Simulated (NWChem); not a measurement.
System: C$_{4}$H$_{6}$Si; SMILES C(=C)C#C[SiH3]

The following NWChem deck was run.

```
start job
memory heap 200 mb stack 900 mb global 1100 mb
geometry units angstroms noautosym nocenter noautoz
  C      0.529176    -3.015559    -0.040358
  C     -0.458886    -2.111935     0.043220
  C     -0.265738    -0.703886     0.027036
  C     -0.128858     0.511302     0.015476
  Si     0.087201     2.326935    -0.002972
  H      1.575115    -2.711334    -0.128731
  H      0.309187    -4.085397    -0.021844
  H     -1.497794    -2.452941     0.131000
  H      0.736126     2.747357    -1.280202
  H      0.948851     2.746750     1.141783
  H     -1.242200     2.995591     0.113924
end
basis spherical
  * library def2-svp
end
dft
  xc pbe0
  iterations 150
end
cosmo
  do_cosmo_smd true
  solvent toluene
end
task dft energy
```

Parts of the log:

```
             Northwest Computational Chemistry Package (NWChem) 7.3.0
             --------------------------------------------------------

                             Geometry "geometry" -> ""
                             -------------------------

 Output coordinates in angstroms (scale by  1.889725989 to convert to a.u.)

  No.       Tag          Charge          X              Y              Z
 ---- ---------------- ---------- -------------- -------------- --------------
    1 C                    6.0000     0.52917600    -3.01555900    -0.04035800
    2 C                    6.0000    -0.45888600    -2.11193500     0.04322000
    3 C                    6.0000    -0.26573800    -0.70388600     0.02703600
    4 C                    6.0000    -0.12885800     0.51130200     0.01547600
    5 Si                  14.0000     0.08720100     2.32693500    -0.00297200
    6 H                    1.0000     1.57511500    -2.71133400    -0.12873100
    7 H                    1.0000     0.30918700    -4.08539700    -0.02184400
    8 H                    1.0000    -1.49779400    -2.45294100     0.13100000
    9 H                    1.0000     0.73612600     2.74735700    -1.28020200
   10 H                    1.0000     0.94885100     2.74675000     1.14178300
   11 H                    1.0000    -1.24220000     2.99559100     0.11392400

 Effective nuclear repulsion energy (a.u.)     170.3254623941

                                 NWChem DFT Module
                                 -----------------

 Summary of "ao basis" -> "ao basis" (spherical)
 ------------------------------------------------------------------------------
       Tag                 Description            Shells   Functions and Types
 ---------------- ------------------------------  ------  ---------------------
 C                          def2-svp                 6       14   3s2p1d
 Si                         def2-svp                 8       18   4s3p1d
 H                          def2-svp                 3        5   2s1p

 in cosmo_initialize ...
 calling solv_data for solv:toluene

 solvent parameters
 solvname_short: toluene
 solvname_long:  toluene
 dielec:        2.3741
 dielecinf:     2.2383
 nonaqueous SMD model solvent descriptors
 dielec:        2.3741
 sola:          0.0000
 solb:          0.1400
 solc:          0.8570
 solg:         40.2000
 solh:          0.0000
 soln:          1.4961

          ---------------
          -cosmo- solvent
          ---------------
 Cosmo: York-Karplus, doi: 10.1021/jp992097l
 dielectric constant -eps-     =   2.37
 screen = (eps-1)/(eps    )    =   0.57879
 surface charge correction     = lagrangian

   van der Waals surface
 --------------------------

[...]

                                COSMO-SMD solvation results
                                ---------------------------

             internal energy in gas <Psi(g)|H|Psi(g)> =      -444.917821572794
         internal energy in solvent <Psi(s)|H|Psi(s)> =      -444.917560033257
                               delta internal energy  =         0.000261539537 (    0.16 kcal/mol)
   total free energy in solvent <Psi(s)|H+V/2|Psi(s)> =      -444.920537971378
 polarization energy contribution <Psi(s)|V/2|Psi(s)> =        -0.002977938121 (   -1.87 kcal/mol)
    total free energy in solvent including G(SMD-CDS) =      -444.921670230846
                       G(SMD-CDS) energy contribution =        -0.001132259468 (   -0.71 kcal/mol)
     1 M fixed-concentration free energy of solvation =        -0.003848658052 (   -2.42 kcal/mol)

                       DFT Final Molecular Orbital Analysis
                       ------------------------------------

 Vector   20  Occ=2.000000D+00  E=-3.532646D-01
              MO Center=  1.5D-01,  4.6D-02, -1.1D-02, r^2= 6.9D+00
   Bfn.  Coefficient  Atom+Function         Bfn.  Coefficient  Atom+Function
  ----- ------------  ---------------      ----- ------------  ---------------
    20      0.292585   2 C  pz               34      0.245239   3 C  pz
    90      0.213722   9 H  s                95     -0.212885  10 H  s
     6      0.203928   1 C  pz               66     -0.191169   5 Si pz
    23      0.173671   2 C  pz               37      0.133771   3 C  pz
    69     -0.132132   5 Si pz               91      0.121625   9 H  s

 Vector   21  Occ=2.000000D+00  E=-2.964454D-01
              MO Center= -2.5D-01,  1.4D-01,  2.7D-02, r^2= 2.9D+00
   Bfn.  Coefficient  Atom+Function         Bfn.  Coefficient  Atom+Function
  ----- ------------  ---------------      ----- ------------  ---------------
    46      0.386687   4 C  px               32      0.381848   3 C  px
    49      0.250781   4 C  px               35      0.220717   3 C  px
   100      0.154331  11 H  s                85      0.126164   8 H  s
   101      0.119544  11 H  s                18     -0.101377   2 C  px
    95     -0.077492  10 H  s                64     -0.076242   5 Si px

 Vector   22  Occ=2.000000D+00  E=-2.670899D-01
              MO Center=  4.8D-02, -1.1D+00,  1.4D-04, r^2= 4.3D+00
   Bfn.  Coefficient  Atom+Function         Bfn.  Coefficient  Atom+Function
  ----- ------------  ---------------      ----- ------------  ---------------
    48     -0.339994   4 C  pz                6      0.327440   1 C  pz
    34     -0.250558   3 C  pz               20      0.244119   2 C  pz
     9      0.238941   1 C  pz               51     -0.234706   4 C  pz
    23      0.177824   2 C  pz               37     -0.158386   3 C  pz
    90     -0.092870   9 H  s                95      0.092506  10 H  s

 Vector   23  Occ=0.000000D+00  E=-4.905404D-02
              MO Center=  8.4D-02, -1.3D+00, -2.7D-03, r^2= 5.0D+00
   Bfn.  Coefficient  Atom+Function         Bfn.  Coefficient  Atom+Function
  ----- ------------  ---------------      ----- ------------  ---------------
     9      0.481178   1 C  pz                6      0.375659   1 C  pz
    23     -0.335230   2 C  pz               51      0.327823   4 C  pz
    48      0.273841   4 C  pz               20     -0.266566   2 C  pz
    69      0.246457   5 Si pz               37     -0.242890   3 C  pz
    91      0.226115   9 H  s                96     -0.225268  10 H  s

 Vector   24  Occ=0.000000D+00  E= 1.747134D-05
              MO Center= -1.6D-01,  3.9D-01,  1.8D-02, r^2= 4.9D+00
   Bfn.  Coefficient  Atom+Function         Bfn.  Coefficient  Atom+Function
  ----- ------------  ---------------      ----- ------------  ---------------
    67      0.616140   5 Si px              101      0.573517  11 H  s
    35     -0.448552   3 C  px                3      0.385645   1 C  s
    32     -0.382598   3 C  px               49      0.379022   4 C  px
    86     -0.322792   8 H  s                96     -0.288590  10 H  s
    91     -0.285169   9 H  s                46      0.275188   4 C  px

 Vector   25  Occ=0.000000D+00  E= 5.237160D-02
              MO Center=  1.3D-01,  2.6D+00, -6.9D-03, r^2= 3.6D+00
   Bfn.  Coefficient  Atom+Function         Bfn.  Coefficient  Atom+Function
  ----- ------------  ---------------      ----- ------------  ---------------
    68      1.581366   5 Si py               45      0.840768   4 C  s
    50      0.750272   4 C  py              101     -0.460354  11 H  s
    91     -0.420652   9 H  s                96     -0.419527  10 H  s
    60     -0.257569   5 Si s                17      0.254183   2 C  s
    36      0.241416   3 C  py               59      0.208651   5 Si s

     Multipole analysis of the density
     ---------------------------------

     L   x y z        total         alpha         beta         nuclear
     -   - - -        -----         -----         ----         -------
     0   0 0 0     -0.000000    -22.000000    -22.000000     44.000000

     1   1 0 0      0.017352     -0.089838     -0.089838      0.197029
     1   0 1 0     -0.532035     -0.168364     -0.168364     -0.195307
     1   0 0 1     -0.001677     -0.177118     -0.177118      0.352559

     2   2 0 0    -27.684163    -34.159001    -34.159001     40.633839
     2   1 1 0      0.282566      2.184443      2.184443     -4.086319
     2   1 0 1     -0.228351      1.157290      1.157290     -2.542930
     2   0 2 0    -22.242465   -396.428657   -396.428657    770.614849
     2   0 1 1     -0.028696     -0.186207     -0.186207      0.343717
     2   0 0 2    -30.370324    -20.571579    -20.571579     10.772833
```

Level: PBE0/def2-SVP, SMD on the gas-phase geometry. The geometry was optimised at PBE0/def2-SVP. Solvent: toluene.
